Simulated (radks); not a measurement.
Problem. Radial electron density D(r) = 4 pi r^2 rho(r) of an atom or ion with 31 electrons. All-electron calculation, scalar-relativistic Kohn-Sham, exchange-only PBE, spin-polarised, spherical densities, finite nucleus; Fermi nuclear charge, rms radius of each element as measured or else 0.836 A^(1/3) + 0.57 fm. Program: a radial shooting solver on a logarithmic mesh with Libxc functionals.

| r (bohr) | D(r) (e/bohr) | spin D(r) |
|---|---|---|
| 0.005127 | 6.001 | 0.000949 |
| 0.005969 | 7.641 | 0.00121 |
| 0.006893 | 9.530 | 0.00150 |
| 0.008025 | 11.91 | 0.00187 |
| 0.009268 | 14.56 | 0.00228 |
| 0.01079 | 17.76 | 0.00278 |
| 0.01246 | 21.13 | 0.00329 |
| 0.01451 | 24.93 | 0.00388 |
| 0.01675 | 28.61 | 0.00444 |
| 0.0195 | 32.34 | 0.00503 |
| 0.02252 | 35.42 | 0.00556 |
| 0.02622 | 37.88 | 0.00607 |
| 0.03028 | 39.15 | 0.00657 |
| 0.03525 | 39.20 | 0.00721 |
| 0.04104 | 37.97 | 0.00821 |
| 0.0474 | 35.95 | 0.00979 |
| 0.05518 | 33.61 | 0.0125 |
| 0.06372 | 32.03 | 0.0165 |
| 0.07418 | 31.92 | 0.0222 |
| 0.08567 | 33.73 | 0.0284 |
| 0.09974 | 37.45 | 0.0344 |
| 0.1152 | 41.65 | 0.0372 |
| 0.1341 | 45.05 | 0.0343 |
| 0.1549 | 45.66 | 0.0244 |
| 0.1803 | 42.65 | 0.00749 |
| 0.2082 | 36.90 | -0.00946 |
| 0.2424 | 29.83 | -0.0194 |
| 0.2799 | 24.69 | -0.0135 |
| 0.3259 | 22.75 | 0.0108 |
| 0.3764 | 24.15 | 0.0423 |
| 0.4381 | 27.07 | 0.0660 |
| 0.506 | 28.70 | 0.0633 |
| 0.5891 | 27.49 | 0.0320 |
| 0.6803 | 23.53 | -0.00582 |
| 0.792 | 17.74 | -0.0195 |
| 0.922 | 12.05 | 0.0262 |
| 1.065 | 7.842 | 0.133 |
| 1.24 | 4.946 | 0.295 |
| 1.432 | 3.384 | 0.455 |
| 1.667 | 2.473 | 0.584 |
| 1.925 | 1.914 | 0.630 |
| 2.241 | 1.419 | 0.587 |
| 2.588 | 0.9904 | 0.481 |
| 3.013 | 0.6137 | 0.346 |
| 3.479 | 0.3603 | 0.236 |
| 4.05 | 0.2003 | 0.155 |
| 4.678 | 0.1213 | 0.107 |
| 5.445 | 0.07746 | 0.0744 |
| 6.289 | 0.05058 | 0.0500 |
| 7.321 | 0.02888 | 0.0288 |
| 8.455 | 0.01412 | 0.0141 |
| 9.843 | 0.005081 | 0.00508 |
| 11.37 | 0.001415 | 0.00142 |
| 13.23 | 0.0002531 | 0.000253 |

What is the nuclear charge?

Solution. Z = 32. The innermost maximum, from 1s, lies near gamma/Z bohr with gamma = sqrt(1 - (Z/c)^2) = 0.972, here 0.0304 bohr (found: 0.0328), and its height grows with Z. The density is that of the germanium ion Ge+ in [Ar] 3d10 4s1.75 4p1 5s0.25; the configuration itself is not fixed sharply by these data, and Z only to about a unit. D(r) has 3 maxima, at r = 0.0328, 0.149, 0.518 bohr, and minima at 0.0696, 0.326 bohr, inside which lie 2.09, 10.96 electrons.
